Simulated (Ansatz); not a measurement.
A run of Ansatz (development build ahead of 0.2.0) on doublet NiH at this shape:

```xyz
2

Ni    0.0000    0.0000    0.0000
H     0.0000    0.0000    2.1807
```

Its results:

```
Converged                       : yes
Total energy                    : -1508.61824 hartree
Spin squared of the determinant : 0.804
Stability test                  : minimum
```

Problem. Which input gives this output? Name the method, the orbitals and the basis set, and write the input.

Solution. PBE0 (unrestricted) in pcseg-2.

```yaml
crystal:
  periodic: [false, false, false]
  atoms:
    - { symbol: Ni, position_ang: [0.0, 0.0, 0.0] }
    - { symbol: H, position_ang: [0.0, 0.0, 2.1807] }
basis:
  gaussian: { orbitals: pcseg-2 }
magnetization:
  spin_polarized: true
  initial_magnetization: 1
hamiltonian:
  xc: pbe0
```

Caution: other spin multiplicities were not run.
